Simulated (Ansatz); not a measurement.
Energy needed to pull apart InH$_{3}$Se (SMILES [SeH][InH2]), singlet, into free ground-state atoms, from the structure below (displaced at random from its PBE0-D4/def2-TZVP minimum); no zero-point or spin–orbit terms; open-shell atoms are treated unrestricted, in their ground-state multiplicity.

```
5
angstrom
Se 1.0958 -1.0365 0.9954
In -0.1478 0.6429 -0.3343
H 0.1392 -2.0604 0.7964
H -1.5852 0.1902 -1.0581
H 0.6394 2.0779 -0.4725
```

Ansatz 0.2.0; basis: def2-TZVPP; cores frozen in the correlated methods. Filled d shells of the heavier atoms are correlated. Core potentials replace the inner electrons of the atoms past krypton. The def2 sets are not built for correlating such inner shells, so the correlated values are less sure here.

```
   method  atomization energy (eV)
   PBE-D4                        ?
r2SCAN-D4                    11.03
  PBE0-D4                    10.78
  wB97M-V                        ?
       HF                     7.60
      MP2                    10.57
     CCSD                    10.66
  CCSD(T)                    10.82
```

Problem. What does PBE-D4 give? (Judge from chemistry; the value comes from the calculation.)

Solution. The calculation gives: 10.79 eV, which is about 0.03 eV less than CCSD(T)/def2-TZVPP.

Problem. What does wB97M-V give? (To be estimated.)

Solution. The calculation gives: 10.97 eV, which is about 0.15 eV more than CCSD(T)/def2-TZVPP.

In triple zeta the MP2 and coupled-cluster atomization energies are still short of their basis limit by a few kcal/mol a bond, whereas those of the functionals are nearly converged, so these differences are not deviations from converged CCSD(T).

No T1 diagnostic of these runs exceeds 0.013.

For scale, one of the runs: CCSD(T)/def2-TZVPP forces, 140 basis functions (an equivalent command: `ansatz run in.yaml --threads 2`). Hardware: 2 CPU threads, shared host. Wall time 4.9 min; peak host memory 1.4 GiB.
